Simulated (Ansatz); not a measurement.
Start from `C[CH]([AlH2])[GeH3]` and change one atom or group to get `C[CH]([GeH3])C#N`.

Ansatz, PBE0-D4/def2-TZVP geometries, multiplicity 1. 

Scalar relativity is left out up to krypton.

```json
{"property": "LUMO energy (B3LYP/def2-TZVPP) / eV", "`C[CH]([AlH2])[GeH3]`": "-1.68"}
{"property": "LUMO energy (PBE0/def2-TZVPP) / eV", "`C[CH]([AlH2])[GeH3]`": "-1.47"}
{"property": "HOMO energy (B3LYP/def2-TZVPP) / eV", "`C[CH]([AlH2])[GeH3]`": "-7.28"}
{"property": "size of the dipole moment (B3LYP/def2-TZVPP) / D", "`C[CH]([AlH2])[GeH3]`": "1.05"}
{"property": "size of the dipole moment (PBE/def2-TZVPP) / D", "`C[CH]([AlH2])[GeH3]`": "1.08"}
{"property": "HOMO–LUMO gap (PBE/def2-TZVPP) / eV", "`C[CH]([AlH2])[GeH3]`": "4.08"}
```

What does the change do to each property? (Best estimate.)

Computed: 
```tsv
property	`C[CH]([GeH3])C#N`	shift
LUMO energy (B3LYP/def2-TZVPP) / eV	-0.18	1.50
LUMO energy (PBE0/def2-TZVPP) / eV	0.09	1.56
HOMO energy (B3LYP/def2-TZVPP) / eV	-8.28	-1.00
size of the dipole moment (B3LYP/def2-TZVPP) / D	4.09	3.04
size of the dipole moment (PBE/def2-TZVPP) / D	4.01	2.93
HOMO–LUMO gap (PBE/def2-TZVPP) / eV	6.52	2.44
```

With PBE0 the HOMO falls by 1.01 eV and the LUMO rises by 1.56 eV, so the gap widens by about 2.57 eV. PBE moves the HOMO by -0.97 eV and ωB97M-V by -1.03 eV. Dipoles are sizes alone; their direction can turn.

B3LYP here is the variant with VWN-RPA as its local correlation; programs differ in this.
